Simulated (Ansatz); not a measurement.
System: SiBr4, net charge 0, singlet state. 
Structure (B3LYP-D3(BJ)/def2-TZVP (Ansatz, a first-principles code) minimum search):
```xyz
5

Si     0.0000     0.0000     0.0000
Br    -1.0058     1.9635    -0.1119
Br     1.8535     0.0526    -1.2005
Br     0.4980    -0.4533     2.1038
Br    -1.3457    -1.5628    -0.7913
```
Charge 0, spin multiplicity 1.

Computed values are from Ansatz. Correlated levels leave the core frozen unless marked. Open shells are spin-unrestricted. Spin-orbit coupling is left out. The frozen core is the preceding noble-gas configuration, with the filled d and f shells of earlier blocks. No relativistic terms. CBS marks a two-point X^-3 extrapolation of the correlation energy; Hartree-Fock from the larger set.

```json
{
 "atomisation energy De": "327.6 kcal/mol at CCSD(T)/CBS(def2-TZVPPD,def2-QZVPPD)",
 "total_energy": "-10579.9981 Eh at CCSD(T)/CBS(def2-TZVPPD,def2-QZVPPD)",
 "dipole_moment": "0.00 D at CCSD(T)/def2-SVPD",
 "T1 diagnostic": "0.010 at CCSD/def2-QZVPPD",
 "measured enthalpy of formation, 298 K": "-99.3 kcal/mol (CRC Handbook, as tabulated in the package chemicals; older table, unchecked)"
}
```
